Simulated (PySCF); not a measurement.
C3H2BrClO.
Atom-mapped SMILES: `[O:1]=[CH:2]/[C:3]([Br:4])=[CH:5]\[Cl:6]` (hydrogens: H7 on C2; H8 on C5)

The calculation used PySCF 2.14.0, PBE0-D3(BJ)/def2-SVP geometry optimisation, gas phase.

**Question.** Give the optimised bond lengths and angles.

**Answer.** 
```
  bond  length (pm)
 O1=C2        120.1
 C2–C3        148.8
C3–Br4        188.8
 C3=C5        134.6
C5–Cl6        170.2
 C2–H7        111.8
 C5–H8        109.3
```

A selection of angles:
```
    angle  degrees
 O1–C2–C3    124.3
 O1–C2–H7    122.3
 C3–C2–H7    113.4
C2–C3–Br4    114.6
 C2–C3–C5    127.0
Br4–C3–C5    118.4
C3–C5–Cl6    125.2
 C3–C5–H8    120.8
Cl6–C5–H8    113.9
```

Dihedral angles: O1–C2–C3–Br4 180° (antiperiplanar); C2–C3–C5–Cl6 0° (synperiplanar).

Of the pairs four or more bonds apart, O1···Cl6 is among the closest relative to their van der Waals radii: 2.99 Å, 91 % of the sum of Bondi's values. The 6 heavy atoms lie in one plane (0.002 Å rms). The 2 C–C bonds span 1.346 Å (C3=C5, drawn double) to 1.488 Å (C2–C3, drawn single), a spread of 0.142 Å.

Point group: Cs (tolerance 0.08 Å). PBE0-D3(BJ)/def2-SVP frequencies: not computed here. The numbers are those of one conformer.
